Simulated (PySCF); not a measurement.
# Working out the ionisation energy of Pb⁺

Pb⁺ [Xe] 4f14 5d10 6s2 6p1 (2P) → Pb²⁺ [Xe] 4f14 5d10 6s2 (1S). Computed with PySCF 2.14 in cc-pVTZ-PP with ECP60MDF (5s4p3d1f, 39 functions), with scalar relativity through the core potential. Frozen: 5s2 5p6 5d10. Energies in hartree (1 hartree = 27.21139 eV):

| part | Pb⁺ (lower) | Pb²⁺ (upper) |
| --- | --- | --- |
| UHF | -191.593853 | -191.109329 |
| MP2 opposite-spin | -0.024828 | -0.020216 |
| MP2 same-spin | -0.002109 | 0.000000 |

Q: What does Hartree-Fock give?

A: (-191.109329) − (-191.593853) = 0.484524 hartree = 13.185 eV.

Q: What do MP2 and SCS-MP2 (6/5 opposite-spin, 1/3 same-spin) give?

A: The opposite-spin parts differ by 0.125 eV and the same-spin parts by 0.057 eV. MP2: 13.185 + (0.125) + (0.057) = 13.367 eV. SCS-MP2: 13.185 + 1.2 × (0.125) + (0.057)/3 = 13.354 eV.

Measured between the centres of the two terms (NIST): 13.869 eV, so MP2 (valence) is off by -0.502 eV.

What remains against the reference includes basis incompleteness, the frozen core and correlation beyond second order.
